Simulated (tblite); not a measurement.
H6AgN2, charge +1, singlet, at a GFN2-xTB geometry (such geometries of metal compounds can be far from the true shape); GFN1-xTB (tblite 0.6.0).

Here is a job for tblite.
```
$ tblite run mol.xyz --method gfn1 --charge 1 --spin 0 --grad --json tblite.json --no-restart

# file mol.xyz
9

Ag    -0.00000000    -0.00000000     0.00000000
N     -1.24067725    -0.67082294     1.77286030
H     -1.65718678     0.11188149     2.27566513
H     -0.69325101    -1.19150804     2.45706103
H     -2.01203145    -1.27912100     1.50100505
N      1.24067725     0.67082294    -1.77286030
H      0.99615131     1.60911881    -2.08706888
H      1.12783478     0.06007285    -2.58104964
H      2.23848315     0.68955590    -1.56561269
```

The log (banner, timings and long lists left out):

```
xTB calculator
 | screened Coulomb repulsion
 | Coulomb electrostatics
 |  * isotropic Klopman-Ohno-Mataga-Nishimoto electrostatics
 |  * onsite third-order electrostatics
 | DFT-D3(BJ) dispersion correction

halogen bonding energy    0.0000000000000E+00 Eh
repulsion energy          1.0375898345753E-01 Eh
dispersion energy        -2.0108372349712E-03 Eh
number of electrons       2.6000000000000E+01 e
integral cutoff           3.0383276318896E+01 bohr

------------------------------------------------------------
  cycle        total energy    energy error   density error
------------------------------------------------------------
      1     -12.99627260631  -1.3098021E+01   6.9546989E-01
      2     -13.09010439175  -9.3831785E-02   3.2562968E-01
      3     -13.09454114229  -4.4367505E-03   6.3643776E-02
      4     -13.09665584949  -2.1147072E-03   5.9575138E-02
      5     -13.09933632732  -2.6804778E-03   1.0636239E-02
      6     -13.09949745288  -1.6112556E-04   1.9301747E-03
      7     -13.09950241677  -4.9638932E-06   6.4455324E-04
      8     -13.09950304210  -6.2533095E-07   7.9329984E-06
------------------------------------------------------------

electronic energy        -1.3201251188327E+01 Eh
total energy             -1.3099503042104E+01 Eh

Post processing:
 | Mayer-Wiberg bond orders

[Info] Tight-binding results written to 'tblite.txt'
[Info] JSON dump of results written to 'tblite.json'
```
